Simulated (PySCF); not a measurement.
# [Fe(H2O)6]2+ by CASSCF and spin-orbit coupling

[Fe(H2O)6]2+: Fe(II) (d6), charge +2. The structure is a PBE0-D3(BJ)/def2-SVP, IEF-PCM water geometry optimised for multiplicity 5; coordination octahedral, point group C1, metal–donor distances 2.11–2.13 Å.

```
19

Fe    0.0000    0.0000    0.0000
O     0.0229    0.0013    2.1094
H     0.8610   -0.1098    2.5800
H    -0.6410   -0.4749    2.6275
O    -0.0347   -0.0027   -2.1137
H     0.6429    0.4595   -2.6272
H    -0.8711    0.1631   -2.5717
O     2.1299   -0.0306    0.0333
H     2.5985    0.8146    0.0851
H     2.6168   -0.5549   -0.6182
O    -2.1211   -0.0199   -0.0248
H    -2.6386    0.4124    0.6690
H    -2.5755   -0.8546   -0.2062
O     0.0120    2.1203   -0.0156
H    -0.0537    2.5589    0.8452
H    -0.6024    2.5923   -0.5959
O     0.0227   -2.1261   -0.0197
H     0.6463   -2.5879    0.5595
H     0.1398   -2.5304   -0.8920
```

Method (PySCF 2.14, density fitting): CASSCF(6,5) with orbitals averaged over all microstates of the shell, strongly contracted NEVPT2 on the averaged canonical orbitals; basis x2c-TZVPall on the metal, x2c-SVPall elsewhere; spin-free X2C; IEF-PCM water; spin-orbit coupling by state interaction with the mean-field operator over all roots.

## Spin-free states

| 2S+1 | deg. | cubic parent | free-ion term | CASSCF / cm⁻¹ | NEVPT2 / cm⁻¹ | f(ED) | occupations |
| --- | --- | --- | --- | --- | --- | --- | --- |
| 5 | 1 | 5T2g 1.00 | 5D 1.00 | 0 | 0 | – | 2.0 1.0 1.0 1.0 1.0 |
| 5 | 1 | 5T2g 1.00 | 5D 1.00 | 908 | 1144 | 3.9e-10 | 1.0 2.0 1.0 1.0 1.0 |
| 5 | 1 | 5T2g 1.00 | 5D 1.00 | 1061 | 1343 | 3.3e-09 | 1.0 1.0 2.0 1.0 1.0 |
| 5 | 1 | 5Eg 1.00 | 5D 1.00 | 8683 | 10486 | 3.2e-08 | 1.0 1.0 1.0 2.0 1.0 |
| 5 | 1 | 5Eg 1.00 | 5D 1.00 | 8905 | 10736 | 4.0e-09 | 1.0 1.0 1.0 1.0 2.0 |
| 3 | 1 | 3T1g 0.99 | 3H 0.55 | 16886 | 13497 | – | 1.9 1.7 1.3 0.8 0.3 |
| 3 | 1 | 3T1g 0.99 | 3H 0.55 | 17197 | 13899 | – | 1.7 1.4 1.8 0.3 0.8 |
| 3 | 1 | 3T1g 0.99 | 3H 0.56 | 17371 | 14150 | – | 1.4 1.8 1.7 0.6 0.5 |
| 1 | 1 | 1A1g 0.99 | 1G 0.51 | 21084 | 15910 | – | 1.9 1.9 1.9 0.1 0.1 |
| 3 | 1 | 3T2g 0.99 | 3H 0.66 | 20230 | 17860 | – | 1.9 1.3 1.3 0.8 0.7 |
| 3 | 1 | 3T2g 0.99 | 3H 0.65 | 20556 | 18262 | – | 1.3 1.7 1.4 0.9 0.6 |
| 3 | 1 | 3T2g 0.99 | 3H 0.65 | 20739 | 18497 | – | 1.2 1.5 1.8 0.6 0.9 |
| 3 | 1 | 3T1g 0.99 | 3H 0.66 | 23095 | 21543 | – | 1.8 1.1 1.1 0.9 1.1 |
| 3 | 1 | 3T1g 0.99 | 3H 0.67 | 23338 | 21860 | – | 1.4 1.5 1.1 1.2 0.8 |
| 3 | 1 | 3T1g 1.00 | 3H 0.68 | 23756 | 22397 | – | 1.1 1.3 1.6 0.9 1.1 |
| 1 | 1 | 1T1g 0.99 | 1I 0.63 | 26652 | 23281 | – | 1.9 1.7 1.3 0.7 0.4 |
| 3 | 1 | 3T2g 0.97 | 3G 0.73 | 25786 | 23615 | – | 1.6 1.3 1.3 0.9 0.9 |
| 1 | 1 | 1T1g 1.00 | 1I 0.63 | 26966 | 23668 | – | 1.7 1.4 1.8 0.3 0.8 |
| 1 | 1 | 1T1g 1.00 | 1I 0.62 | 27171 | 23925 | – | 1.4 1.8 1.8 0.6 0.5 |
| 3 | 1 | 3T2g 0.95 | 3G 0.68 | 26073 | 24129 | – | 1.3 1.6 1.2 1.1 0.9 |
| 3 | 1 | 3T2g 0.86 | 3G 0.65 | 26116 | 24173 | – | 1.5 1.2 1.4 0.9 1.0 |
| 3 | 1 | 3T1g 0.78 | 3P 0.41 | 26980 | 24853 | – | 1.2 1.3 1.3 1.0 1.2 |
| 3 | 1 | 3Eg 0.78 | 3H 0.57 | 26166 | 24910 | – | 1.5 1.2 1.2 1.1 1.1 |
| 3 | 1 | 3T1g 0.98 | 3P 0.54 | 27268 | 24932 | – | 1.2 1.1 1.6 0.8 1.4 |
| 3 | 1 | 3T1g 0.86 | 3P 0.46 | 27134 | 24944 | – | 1.0 1.6 1.3 1.4 0.8 |

Only the lowest 25 spin-free levels are listed. Energies are counted from the ground state at NEVPT2 level. Weights follow the labels. f(ED) is the electric-dipole oscillator strength from the ground state at the fixed geometry, without vibronic coupling; occupations, where given, run over the ligand-field orbitals from the lowest.

## Magnetism

The ground multiplet follows a spin Hamiltonian with S = 2, g = 1.996, 2.159, 2.203, D = 11.60 cm⁻¹, E/|D| = 0.14 (spin-orbit part alone); the lowest levels hold 97 % of the spin-free ground state. μeff is 5.29 μB at 300 K and 4.74 μB at 10 K; the spin-only value is 4.90 μB.

```tsv
T / K	χT / cm³ K mol⁻¹	μeff / μB
2	1.040	2.88
5	2.135	4.13
10	2.809	4.74
20	3.185	5.05
30	3.310	5.14
50	3.392	5.21
75	3.421	5.23
100	3.433	5.24
150	3.449	5.25
200	3.463	5.26
250	3.478	5.27
300	3.493	5.29
```

Powder magnetisation at 2 K: 0.46 μB at 0.5 T, 0.88 μB at 1 T, 1.53 μB at 2 T, 1.97 μB at 3 T, 2.51 μB at 5 T, 2.82 μB at 7 T.

Spin-orbit levels:

| E / cm⁻¹ | deg. | make-up |
| --- | --- | --- |
| 0.0 | 1 | 0.96 5T2g |
| 7.1 | 1 | 0.96 5T2g |
| 16.9 | 1 | 0.97 5T2g |
| 46.9 | 1 | 0.99 5T2g |
| 47.7 | 1 | 0.99 5T2g |
| 1095.0 | 1 | 0.74 5T2g + 0.25 5T2g |
| 1097.7 | 1 | 0.73 5T2g + 0.26 5T2g |
| 1164.2 | 1 | 0.85 5T2g + 0.14 5T2g |
| 1204.1 | 1 | 0.85 5T2g + 0.11 5T2g + 0.03 5T2g |
| 1226.8 | 1 | 0.96 5T2g |

Only the lowest levels are listed: 10 of 210 states.

NEVPT2 lifts 5Eg-like from 8683 to 10486 cm⁻¹; on the d shell alone it tends to overshoot states that fill the eg-type orbitals. Gaps between spin states lean to high spin in this active space.

The job took 16 s on one thread of AMD EPYC 9R45 96-Core Processor (shared host), with 192 basis functions and a peak of 0.97 GiB, launched as `OMP_NUM_THREADS=1 python lf_run.py task.json out`.
